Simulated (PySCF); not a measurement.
**`C#CC=C=C(C#C)C=O`, C₈H₄O**

Molfile (atoms numbered from 1):
```
C8H4O
     RDKit          3D

 13 12  0  0  0  0  0  0  0  0999 V2000
   -3.7266   -0.9341   -0.7752 C   0  0  0  0  0  0  0  0  0  0  0  0
   -2.6738   -0.9655   -0.1751 C   0  0  0  0  0  0  0  0  0  0  0  0
   -1.4526   -1.0257    0.5532 C   0  0  0  0  0  0  0  0  0  0  0  0
   -0.3459   -0.4158    0.1997 C   0  0  0  0  0  0  0  0  0  0  0  0
    0.7626    0.2312   -0.1216 C   0  0  0  0  0  0  0  0  0  0  0  0
    1.7732   -0.3323   -0.9588 C   0  0  0  0  0  0  0  0  0  0  0  0
    2.6625   -0.7596   -1.6639 C   0  0  0  0  0  0  0  0  0  0  0  0
    0.9822    1.6256    0.4106 C   0  0  0  0  0  0  0  0  0  0  0  0
    0.2304    2.1952    1.1493 O   0  0  0  0  0  0  0  0  0  0  0  0
   -4.6574   -0.8986   -1.3113 H   0  0  0  0  0  0  0  0  0  0  0  0
   -1.4365   -1.6262    1.4751 H   0  0  0  0  0  0  0  0  0  0  0  0
    3.4428   -1.1514   -2.2906 H   0  0  0  0  0  0  0  0  0  0  0  0
    1.9315    2.0888    0.0447 H   0  0  0  0  0  0  0  0  0  0  0  0
  1  2  3  0
  2  3  1  0
  3  4  2  0
  4  5  2  0
  5  6  1  0
  6  7  3  0
  5  8  1  0
  8  9  2  0
  1 10  1  0
  3 11  1  0
  7 12  1  0
  8 13  1  0
M  END
```

Level of theory: TDDFT CAM-B3LYP/aug-cc-pVDZ circular dichroism and optical rotation, one conformer, gas phase in PySCF. Geometry: PBE0-D3(BJ)/def2-SVP.

No stereocentre is labelled: unless the shape is locked (an allene, a helicene, a hindered biaryl), the mirror image is equally populated and a measured rotation or CD is zero.

(1) Draw the ECD and absorption spectra from the lowest 12 states, each a Gaussian of half-width 0.35 eV at 1/e height.

Results:

(1) 
| E (eV) | λ (nm) | Δε (L mol⁻¹ cm⁻¹) | ε (L mol⁻¹ cm⁻¹) |
| --- | --- | --- | --- |
| 3.27 | 379 | -0.05 | 1.32 |
| 3.37 | 368 | -0.11 | 2.76 |
| 3.47 | 357 | -0.20 | 4.89 |
| 3.57 | 347 | -0.30 | 7.37 |
| 3.67 | 338 | -0.38 | 9.49 |
| 3.77 | 329 | -0.42 | 10.6 |
| 3.87 | 320 | -0.39 | 10.7 |
| 3.97 | 312 | -0.30 | 12.7 |
| 4.07 | 305 | -0.20 | 26.7 |
| 4.17 | 297 | -0.11 | 85.3 |
| 4.27 | 290 | -0.03 | 277 |
| 4.37 | 284 | +0.06 | 795 |
| 4.47 | 277 | +0.19 | 1960 |
| 4.57 | 271 | +0.34 | 4100 |
| 4.67 | 265 | +0.42 | 7300 |
| 4.77 | 260 | +0.31 | 11100 |
| 4.87 | 255 | -0.04 | 14400 |
| 4.97 | 249 | -0.45 | 16200 |
| 5.07 | 244 | -0.52 | 16200 |
| 5.17 | 240 | +0.13 | 15200 |
| 5.27 | 235 | +1.51 | 14400 |
| 5.37 | 231 | +3.13 | 14500 |
| 5.47 | 227 | +4.33 | 15100 |
| 5.57 | 223 | +4.75 | 15100 |
| 5.67 | 219 | +4.53 | 14000 |
| 5.77 | 215 | +4.11 | 11900 |
| 5.87 | 211 | +3.79 | 9780 |
| 5.97 | 208 | +3.42 | 8300 |
| 6.07 | 204 | +2.50 | 7540 |
| 6.17 | 201 | +0.60 | 7140 |
| 6.27 | 198 | -2.15 | 6710 |

Δε uses R in velocity form, ε uses f in length form. Only the states computed contribute, so the short-wavelength end is incomplete.

The sign of the CD band at 286 nm isn't settled: the length form gives the opposite one.
